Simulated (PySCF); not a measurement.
PySCF job for In(F)2(SeH) (F2HInSe), SMILES [F][In]([F])[SeH], PBE-D3(BJ)/def2-SVP. The structure is a stationary point at PBE-D3(BJ)/def2-SVP. The structure was generated by enumeration; whether it is a known compound was not checked. The def2 effective core potentials stand for the cores of In; spin–orbit coupling is left out. Other conformers were not sampled.

```python
import numpy as np
from pyscf import gto, scf, dft, df
from pyscf.hessian import thermo

mol = gto.M(
    atom='''
    In    0.00423430    0.66946485    0.00000000
    F     1.61589688    1.80052136    0.00000000
    F    -1.68304170    1.68949486    0.00000000
    Se    0.05385191   -1.83477356    0.00000000
    H    -1.43414194   -1.83162223    0.00000000
    ''',
    basis='def2-SVP',
    ecp={'In': 'def2-svp'},
    charge=0,
    spin=0,
    max_memory=1600,
    verbose=3,
)
mf = dft.RKS(mol, xc='pbe').density_fit(auxbasis='def2-universal-jkfit')
mf.disp = 'd3bj'
mf.grids.level = 3
mf.conv_tol = 1e-11
mf.max_cycle = 100
mf.kernel()

# [left out here: the lines that compute and print the analytic Hessian (its translational invariance restored by hand, since the grid's response is missing), thermochemistry and intensities]
```

It prints:

```
converged SCF energy = -2791.06094307422

WARN: DFTD3 does not support analytical Hessian, using finite difference


WARN: Mole.unit (angstrom) is changed to Bohr

Mode                                 0                   1                   2
Irrep
Freq [cm^-1]                       70.3551            111.3172            123.5021
Reduced mass [au]                  21.7418             29.2133             20.5873
Force const [Dyne/A]                0.0634              0.2133              0.1850
Char temp [K]                     101.2253            160.1607            177.6921
Normal mode                   x     y     z       x     y     z       x     y     z
       0  In                 0.04  0.00 -0.00    0.00  0.00  0.06    0.00 -0.02  0.00
       1   F                -0.04  0.12  0.00    0.00 -0.00 -0.12   -0.10  0.12 -0.00
       2   F                -0.04 -0.13  0.00   -0.00 -0.00 -0.12    0.09  0.12 -0.00
       3  Se                -0.04 -0.00  0.00   -0.00  0.00 -0.02   -0.00 -0.03 -0.00
       4   H                -0.04  0.09  0.00   -0.00  0.00 -0.02   -0.00 -0.02  0.00
Mode                                 3                   4                   5
Irrep
Freq [cm^-1]                      196.4677            237.2865            581.7513
Reduced mass [au]                   1.0407             51.7552             17.5342
Force const [Dyne/A]                0.0237              1.7169              3.4963
Char temp [K]                     282.6733            341.4024            837.0106
Normal mode                   x     y     z       x     y     z       x     y     z
       0  In                 0.00 -0.00  0.00    0.00 -0.06 -0.00    0.00 -0.03  0.00
       1   F                -0.00  0.00 -0.02   -0.03 -0.02  0.00    0.11  0.08 -0.00
       2   F                 0.00  0.00  0.02    0.03 -0.01  0.00   -0.14  0.09 -0.00
       3  Se                -0.00  0.00  0.01   -0.00  0.09  0.00    0.00  0.00 -0.00
       4   H                -0.00  0.00 -0.98   -0.00  0.08  0.00   -0.00  0.10 -0.00
Mode                                 6                   7                   8
Irrep
Freq [cm^-1]                      600.1844            606.5043           2352.7819
Reduced mass [au]                   9.8200              1.1069              1.0205
Force const [Dyne/A]                2.0842              0.2399              3.3284
Char temp [K]                     863.5317            872.6247           3385.1294
Normal mode                   x     y     z       x     y     z       x     y     z
       0  In                -0.04 -0.01  0.00   -0.02  0.00 -0.00   -0.00 -0.00  0.00
       1   F                 0.13  0.10 -0.00    0.02  0.01  0.00    0.00  0.00  0.00
       2   F                 0.10 -0.07 -0.00    0.04 -0.02  0.00    0.00  0.00 -0.00
       3  Se                -0.00  0.00 -0.00    0.01 -0.01  0.00   -0.01 -0.00 -0.00
       4   H                -0.00 -0.24 -0.00    0.00  0.95 -0.00    0.99  0.01  0.00
temperature 298.1500 [K]
pressure 101325.00 [Pa]
Rotational constants [GHz] 4.78255 1.15782 0.93215
Symmetry number 1
Zero-point energy (ZPE) 0.01112 [Eh]   29189.783 [J/mol]
                           tot       elec      trans        rot        vib
Entropy [J/mol/K]       362.137      0.000    176.718    119.339     66.080
Cv [J/mol/K]             77.617      0.000     12.472     12.472     52.674
Cp [J/mol/K]             85.932      0.000     20.786     12.472     52.674
Internal energy [J/mol]                      3718.434   3718.434  39046.690
Internal energy [Eh]   -2791.04324  -2791.06094
Enthalpy [J/mol]                             6197.391   3718.434  39046.690
Enthalpy [Eh]          -2791.04229
Gibbs free energy [J/mol]                  -46491.213 -31862.518  19345.010
Gibbs free energy [Eh] -2791.08342
mode   freq/cm-1   IR/(km/mol)
   1       70.36         6.428
   2      111.32        19.515
   3      123.50        25.284
   4      196.47         6.887
   5      237.29         9.885
   6      581.75        50.266
   7      600.18        48.623
   8      606.50         5.260
   9     2352.78         4.028
max |gradient| / (hartree/bohr): 0.00020721893905030974
APT charges: [ 1.3484 -0.5714 -0.5688 -0.2235  0.0152]
```

Self-consistency was reached.
